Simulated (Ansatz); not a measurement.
**Question.** Predict a relaxed structure of the cluster Si3W⁻ (the lowest doublet isomer of a short search), charge -1, doublet, at PBE0-D4/def2-SVPD (Ansatz).

**Answer.** 
```xyz
4

W    -0.352   -0.117   -1.160
Si    1.143   -1.329    0.053
Si    0.532    1.506    0.193
Si   -1.323   -0.061    0.913
```
Point group Cs (tolerance 0.1 Å). The metal has 3 neighbours: Si 2.28 Å, Si 2.29 Å, Si 2.29 Å. This is one stationary point.

In the def2 sets W takes a core potential; there is no spin–orbit coupling. The highest occupied level of the charge -1 doublet lies above zero (up to 0.26 eV). By energy differences its removal costs 1.24 eV (vertical, to the charge 0 singlet, at PBE0-D4/def2-TZVPD). Another isomer (doublet) lies 0.05 eV lower at r2SCAN-D4/def2-TZVPD.
